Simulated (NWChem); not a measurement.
## Cl₂Hg in NWChem

```xyz
3

Hg     0.0000     0.0000     0.0000
Cl     0.0000     0.0000     2.2823
Cl     0.0000     0.0000    -2.2823
```
Charge 0, spin multiplicity 1.

Program: NWChem. Structure: optimised with PBE0/def2-SVP with def2 effective core potentials on Hg, a minimum by its harmonic frequencies.

Symmetry labels belong to the abelian group D2h used in the runs, with the axes of the coordinates shown; states degenerate in a higher group split over its labels.

Effective core potentials replace the inner electrons of Hg; spin-orbit coupling is left out. The structure started from a generated list of species.

**Question.** List the lowest 4 singlet excitations that CIS/def2-SVPD with def2 effective core potentials on Hg gives, with oscillator strengths.

**Answer.** 
| state | symmetry | energy (eV) | wavelength (nm) | f |
|---|---|---|---|---|
| 1 | b2g | 6.45 | 192 | 0.000 |
| 2 | b3g | 6.45 | 192 | 0.000 |
| 3 | b3u | 7.20 | 172 | 0.048 |
| 4 | b2u | 7.20 | 172 | 0.048 |
